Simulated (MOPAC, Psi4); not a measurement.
Interaction energy of CH2O2 ··· H4OSi (SMILES O=CO and O[SiH3]). Monomers: optimised at B3LYP-D3(BJ) (def2-TZVP), held rigid. Orientation: lowest of the rigid-body minima from ten starts at GFN2-xTB. The monomers approach along the line of their centres of mass (distance R); nothing else relaxes.

- PM6, restricted, heats of formation (MOPAC)
- SAPT0/jun-cc-pVDZ, frozen core (Psi4)

Interaction energies in kcal/mol:

| R / Å | PM6 |
|---|---|
| 3.10 | 13.93 |
| 3.26 | 0.37 |
| 3.48 | -5.99 |
| 3.67 | -6.74 |
| 3.86 | -6.17 |
| 4.09 | -5.08 |
| 4.38 | -3.73 |
| 4.69 | -2.58 |
| 5.15 | -1.54 |
| 5.90 | -0.77 |
| 6.91 | -0.37 |
| 8.15 | -0.18 |

Task: What does SAPT0/jun-cc-pVDZ give at the same points?

Result: 3.10: 8.55; 3.26: -2.95; 3.48: -9.57; 3.67: -10.93; 3.86: -10.45; 4.09: -8.92; 4.38: -6.76; 4.69: -4.85; 5.15: -2.96; 5.90: -1.43; 6.91: -0.64; 8.15: -0.29 (kcal/mol).
